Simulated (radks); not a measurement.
Results of a calculation; reference values are marked as such.
Effect of the nuclear size on the terbium ion Tb46+, [Ar] 3d1. Code: a radial shooting solver on a logarithmic mesh with Libxc functionals. Model: Dirac Kohn-Sham, relativistic LDA (MacDonald-Vosko exchange, VWN5 correlation), spin-unpolarised, spherical densities, finite nucleus; open shells are shared between the two j in proportion to 2j + 1; Fermi nuclear charge, rms radius 5.06 fm. The rms radius is varied about that value; shifts are against it.

rms radius (fm),total energy shift (eV),density at nucleus (e/bohr^3),1s1/2 shift (meV),2s1/2 shift (meV),3s1/2 shift (meV),3p1/2 shift (meV),3d5/2 shift (meV),4s1/2 (empty) shift (meV)
4.2656,-6.45,7.084e+05,-2640,-349,-87.8,0.390,3.77,-32.9
4.5793,-4.00,6.953e+05,-1640,-217,-54.4,0.241,2.34,-20.4
5.06,0,6.773e+05,0.000,0.000,0.000,0.000,0.000,0.000
5.4699,3.64,6.636e+05,1490,197,49.6,-0.216,-2.13,18.6
5.8848,7.54,6.51e+05,3090,408,103,-0.445,-4.40,38.4

Slopes of the eigenvalues against <r^2> in GHz/fm^2, as finite differences over the two radii next to the reference (eigenvalue slopes, not the field-shift constants of lines): 1s1/2 84600, 2s1/2 11200, 3s1/2 2810, 3p1/2 -12.3, 3d5/2 -121, 4s1/2 (empty) 1050.
